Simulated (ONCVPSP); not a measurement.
Before and after: ONCV potential for krypton

```json
{"Element": "krypton", "Generator": "ONCVPSP 4.0.1", "Type": "optimised norm-conserving Vanderbilt (ONCV)", "Functional": "PBE", "Relativity": "scalar-relativistic", "Frozen core": "[Ar] 3d10", "Valence charge": "8", "Reference configuration": "4s2 4p6", "Partial waves": "4s: rc 1.25 bohr, ncon 3, nbas 7, qcut 5.6 1/bohr, 1 projector; 4p: rc 1.40 bohr, ncon 4, nbas 7, qcut 6.5 1/bohr, 1 projector", "Local potential": "polynomial inside 1.15 bohr (lpopt 5, dvloc0 0 Ha)", "Core correction": "Teter function, fcfact 4.25, rcfact 1.25"}
```

All-electron outer shells of the reference configuration (PBE, scalar-relativistic, ld1.x):

```csv
shell,level (eV),outermost node (bohr),outermost maximum (bohr)
3p,-195.19,0.20,0.46
3d,-81.40,–,0.41
4s,-23.05,0.64,1.34
4p,-9.25,0.67,1.55
```

Change: s: qcut 4.5; p: qcut 5.2.

Cutoffs: the cutoffs (Ha) at which the residual kinetic energy of the hardest occupied pseudo-wave falls to 1 and 0.1 mHa per electron; they do not see the model core or the augmentation charge, which bear on the density cutoff. Errors are all-electron minus pseudo energies relative to the spin-unpolarised reference configuration.

Q: What does the change do?

A: The potential gets harder (15 Ha and 26 Ha → 41 Ha and 85 Ha); both files keep a bound ghost (s); of the 4 tests that both files solve, the error grows in 4 and shrinks in 0 by more than 15 % and 0.3 meV (median size 20.3 → 27.9 meV).

```csv
quantity,base,changed
"cutoff, loose",15 Ha,41 Ha
"cutoff, tight",26 Ha,85 Ha
loose cutoff by channel,"s 14 Ha, p 15 Ha","s 41 Ha, p 14 Ha"
bound ghosts,s,s
GHOST(+) flags under 300 eV,none,none
"error for 4s2 4p5, meV [ΔE 14.29 eV]",+3.9,+5.3
"error for 4s2 4p4, meV [ΔE 39.46 eV]",+31,+41
"error for 4s2 4p3, meV [ΔE 76.54 eV]",+114,+152
"error for 4s1 4p6, meV [ΔE 28.80 eV]",+9.3,+14
s: phases at 1.27 bohr within 0.05 rad from the reference energy up to (Ha; the scan ends near 5),-0.5,n/a
p: phases at 1.42 bohr within 0.05 rad from the reference energy up to (Ha; the scan ends near 5),2.0,1.9
"rms error of d²Exc/dni dnj with the model core, mHa",0.63,0.45
```

 A true bound ghost makes a file unfit for plane-wave use even where its test errors are small: the radial tests pick states by their node count and pass the ghost by.
